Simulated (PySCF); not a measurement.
Input file for PySCF: R-M06-2X/def2-TZVPP on BH5P2 (SMILES PBP), a point of a torsion scan.

```python
from pyscf import gto, dft

mol = gto.M(
    atom='''
    P     1.75015708    0.12341971   -0.07172108
    B     0.14342802   -0.75132182    0.29037966
    P     0.07862477   -2.19143309    1.48675252
    H     1.31436831    1.40502391   -0.34522349
    H     2.22167075    0.37213344    1.20088260
    H    -0.82314589   -0.46768354   -0.30672556
    H     1.35377356   -2.70009101    1.32538549
    H    -0.54497413   -3.12421067    0.68238429
    ''',
    basis='def2-tzvpp',
    charge=0, spin=0, verbose=4, max_memory=1800)
mf = dft.RKS(mol, xc='m062x').density_fit(auxbasis='def2-universal-jkfit')
mf.grids.level = 4
mf.conv_tol = 1e-9
mf.max_cycle = 150
mf.kernel()
mf.dip_moment()
```

The log:

```
PySCF version 2.14.0

[INPUT] verbose = 4
[INPUT] num. atoms = 8
[INPUT] num. electrons = 40
[INPUT] charge = 0
[INPUT] spin (= nelec alpha-beta = 2S) = 0
[INPUT] symmetry False subgroup None
[INPUT] Mole.unit = angstrom
[INPUT] Symbol           X                Y                Z      unit          X                Y                Z       unit  Magmom
[INPUT]  1 P      1.750157080000   0.123419710000  -0.071721080000 AA    3.307317556169   0.233229450273  -0.135533198558 Bohr   0.0
[INPUT]  2 B      0.143428020000  -0.751321820000   0.290379660000 AA    0.271039676389  -1.419792471210   0.548738029544 Bohr   0.0
[INPUT]  3 P      0.078624770000  -2.191433090000   1.486752520000 AA    0.148579281907  -4.141208360409   2.809555077807 Bohr   0.0
[INPUT]  4 H      1.314368310000   1.405023910000  -0.345223490000 AA    2.483796132707   2.655110388366  -0.652377847867 Bohr   0.0
[INPUT]  5 H      2.221670750000   0.372133440000   1.200882600000 AA    4.198349256457   0.703230283392   2.269339221756 Bohr   0.0
[INPUT]  6 H     -0.823145890000  -0.467683540000  -0.306725560000 AA   -1.555520292661  -0.883793803567  -0.579627303804 Bohr   0.0
[INPUT]  7 H      1.353773560000  -2.700091010000   1.325385490000 AA    2.558261263077  -5.102432520300   2.504615585572 Bohr   0.0
[INPUT]  8 H     -0.544974130000  -3.124210670000   0.682384290000 AA   -1.029851850673  -5.903902521744   1.289519419806 Bohr   0.0

nuclear repulsion = 124.919092394742
number of shells = 69
number of NR pGTOs = 252
number of NR cGTOs = 185
basis = def2-tzvpp
ecp = {}


******** <class 'pyscf.df.df_jk.DFRKS'> ********
method = DFRKS
initial guess = minao
damping factor = 0
level_shift factor = 0
DIIS = <class 'pyscf.scf.diis.CDIIS'>
diis_start_cycle = 1
diis_space = 8
diis_damp = 0
SCF conv_tol = 1e-09
SCF conv_tol_grad = None
SCF max_cycles = 150
direct_scf = False
XC library pyscf.dft.libxc version 7.1.2
    S. Lehtola, C. Steigemann, M. J. T. Oliveira, and M. A. L. Marques,  SoftwareX 7, 1–5 (2018)
XC functionals = m062x
    Y. Zhao and D. G. Truhlar,  Theor. Chem. Acc. 120, 215 (2008)
    Y. Zhao and D. G. Truhlar,  Theor. Chem. Acc. 120, 215 (2008)
radial grids:
    Treutler-Ahlrichs [JCP 102, 346 (1995); DOI:10.1063/1.469408] (M4) radial grids

becke partition: Becke, JCP 88, 2547 (1988); DOI:10.1063/1.454033
pruning grids: <function nwchem_prune>
grids dens level: 4
symmetrized grids: False
atomic radii adjust function: <function treutler_atomic_radii_adjust>
small_rho_cutoff = 0
Set gradient conv threshold to 3.16228e-05
Initial guess from minao.
tot grids = 164792
******** <class 'pyscf.df.df.DF'> ********
auxbasis = def2-universal-jkfit
init E= -710.641810672859
  HOMO = -0.284995851238225  LUMO = -0.0957308674762807  gap/eV = 5.15016
cycle= 1 E= -710.497435992176  delta_E= 0.144  |g|= 0.174  |ddm|= 1.91
  HOMO = -0.297065926068841  LUMO = -0.0239071661149808  gap/eV = 7.43303
cycle= 2 E= -710.507108786587  delta_E= -0.00967  |g|= 0.0731  |ddm|= 0.274
  HOMO = -0.310311902936923  LUMO = -0.0404771472656016  gap/eV = 7.34258
cycle= 3 E= -710.508533014402  delta_E= -0.00142  |g|= 0.0382  |ddm|= 0.0984
  HOMO = -0.308011044179857  LUMO = -0.0329517037625138  gap/eV = 7.48475
cycle= 4 E= -710.508988487967  delta_E= -0.000455  |g|= 0.00988  |ddm|= 0.0414
  HOMO = -0.306964164793624  LUMO = -0.0332930774842168  gap/eV = 7.44697
cycle= 5 E= -710.509020496557  delta_E= -3.2e-05  |g|= 0.00276  |ddm|= 0.0122
  HOMO = -0.30729583057667  LUMO = -0.0331718520690565  gap/eV = 7.45929
cycle= 6 E= -710.509023077423  delta_E= -2.58e-06  |g|= 0.000619  |ddm|= 0.00346
  HOMO = -0.307295460524208  LUMO = -0.0331824969479584  gap/eV = 7.45899
cycle= 7 E= -710.50902332075  delta_E= -2.43e-07  |g|= 0.000167  |ddm|= 0.00131
  HOMO = -0.307311379152076  LUMO = -0.0331846838929302  gap/eV = 7.45937
cycle= 8 E= -710.50902333651  delta_E= -1.58e-08  |g|= 6.52e-05  |ddm|= 0.000282
  HOMO = -0.307308796203052  LUMO = -0.0331832117444506  gap/eV = 7.45934
cycle= 9 E= -710.509023338912  delta_E= -2.4e-09  |g|= 1.54e-05  |ddm|= 0.000105
  HOMO = -0.307308638412204  LUMO = -0.0331832583504728  gap/eV = 7.45933
cycle= 10 E= -710.509023339079  delta_E= -1.67e-10  |g|= 4.69e-06  |ddm|= 3.09e-05
  HOMO = -0.307308878818919  LUMO = -0.0331836473403833  gap/eV = 7.45933
Extra cycle  E= -710.509023339092  delta_E= -1.28e-11  |g|= 2.4e-06  |ddm|= 8.65e-06
converged SCF energy = -710.509023339092
Dipole moment(X, Y, Z, Debye):  0.01385,  0.19529, -0.12900
```

The calculation finished and met its thresholds.

Cost: very roughly 22 core-seconds.
